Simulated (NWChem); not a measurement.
# CHO2, doublet; SMILES [O]C=O

```xyz
4

O     -1.1431     0.0000    -0.1253
C      0.0057     0.0000     0.2148
O      1.1739     0.0000    -0.2042
H      0.2076     0.0000     1.3716
```
Atoms are numbered in this order, from 1.

Level: PBE0/def2-SVP, spin-unrestricted (NWChem), optimised geometry, unscaled harmonic frequencies. 

| frequency (cm⁻¹) | IR intensity (km/mol) |
|---|---|
| 506 | 164.5 |
| 806 | 126.9 |
| 864 | 1.0 |
| 1201 | 1.0 |
| 1818 | 110.1 |
| 2355 | 34.3 |

- zero-point energy: 10.8 kcal/mol
- thermal correction to the enthalpy at 298.15 K (with zero-point energy): 13.4 kcal/mol
- heat capacity Cv: 8.6 cal/(mol K)
- entropy at 298.15 K and 1 atm (symmetry number 1, electronic part: spin degeneracy alone): 60.1 cal/(mol K)
- dipole moment: 1.64 D

Rigid rotor and harmonic oscillator.
